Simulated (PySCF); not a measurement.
Level of theory: PBE-D3(BJ)/def2-TZVP // PBE-D3(BJ)/def2-SVP (PySCF). All species are isolated molecules in the gas phase. One relaxed conformer stands for a flexible species; it need not be the lowest. Excitations are Tamm–Dancoff values on a coarser integration grid. The basis has no diffuse functions, so Rydberg states are missing or too high.

Reference species (SMILES): `[I][Sn]([I])([I])[O]C` (C–O–Sn–I torsion 180°) (neutral, multiplicity 1).

The LUMO is -4.28 eV, the S1 oscillator strength comes out as 0.001 and the S1 excitation (TDA) comes out as 2.51 eV.

After one change: the LUMO increases by 0.39 eV; the S1 oscillator strength hardly moves; the S1 excitation (TDA) rises by 0.26 eV.

Question: Which change was made? The new species is one of these.
A. `[I][Sn]([I])([I])[I]`
B. `C[O][Sn]([O]C)([O]C)[O]C`
C. `C[O][Sn]([I])([I])[O]C` (C–O–Sn–I torsion -172°, I–Sn–O–C torsion -46°)
D. `C[O][Sn]([I])([O]C)[O]C`

Answer: C, `C[O][Sn]([I])([I])[O]C` (C–O–Sn–I torsion -172°, I–Sn–O–C torsion -46°)
